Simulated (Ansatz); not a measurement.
cyclo-(SnF2)3 (Sn3F6). Charge 0, multiplicity 1. Geometry PBE-D4/def2-SVP; atoms count from 1.

```csv
atom,x (Å),y (Å),z (Å)
Sn1,1.5835,-1.2137,-0.2595
F2,1.3942,0.2257,1.3984
F3,1.5006,0.8701,-0.9714
Sn4,0.2805,1.9194,0.5343
F5,-1.2829,0.6207,1.3864
F6,-1.1764,1.2643,-0.9837
Sn7,-1.8640,-0.7056,-0.2747
F8,-0.1649,-1.1685,-1.5998
F9,-0.2706,-1.8124,0.7702
```

In the def2 sets Sn takes a core potential; there is no spin–orbit coupling.

Estimate the Mulliken populations from the PBE0/def2-TZVP orbitals of Ansatz.


```tsv
atom	charge (e)
Sn1	1.04
F2	-0.52
F3	-0.52
Sn4	1.04
F5	-0.52
F6	-0.52
Sn7	1.04
F8	-0.52
F9	-0.52
```
Mulliken values and Mayer orders depend strongly on the basis.

And the Mayer bond orders between bonded heavy atoms (over 0.3)?

Sn1–F2 0.39 (2.20 Å); Sn1–F3 0.39 (2.20 Å); Sn1–F8 0.39 (2.20 Å); Sn1–F9 0.39 (2.20 Å); F2–Sn4 0.39 (2.20 Å); F3–Sn4 0.39 (2.20 Å); Sn4–F5 0.39 (2.20 Å); Sn4–F6 0.39 (2.20 Å); F5–Sn7 0.39 (2.20 Å); F6–Sn7 0.39 (2.20 Å); Sn7–F8 0.39 (2.20 Å); Sn7–F9 0.39 (2.20 Å).
